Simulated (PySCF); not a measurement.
A structure optimised at B3LYP-D3(BJ)/def2-SVP, used in a PySCF frequency run:

```xyz
13

Al     0.1704     0.1192     0.3881
C      1.5593    -0.2002     1.7317
H      1.5183    -1.2388     2.1052
H      1.4808     0.4689     2.6044
H      2.5668    -0.0654     1.3000
C      0.0508    -0.9146    -1.2675
C     -0.8986    -0.7322    -2.2018
H      0.7868    -1.7045    -1.4844
H     -0.9507    -1.3235    -3.1261
H     -1.6859     0.0257    -2.0949
N     -1.0450     1.3919     0.6544
H     -1.0863     1.9901     1.4744
H     -1.7999     1.6366     0.0206
```

Task: Write its SMILES and formula.

Result: C=[CH][Al]([CH3])[NH2], C3H8AlN

Task: What are its rotational constants (standard atomic weights)?

Result: 5.6177, 2.5320, 1.7645 GHz
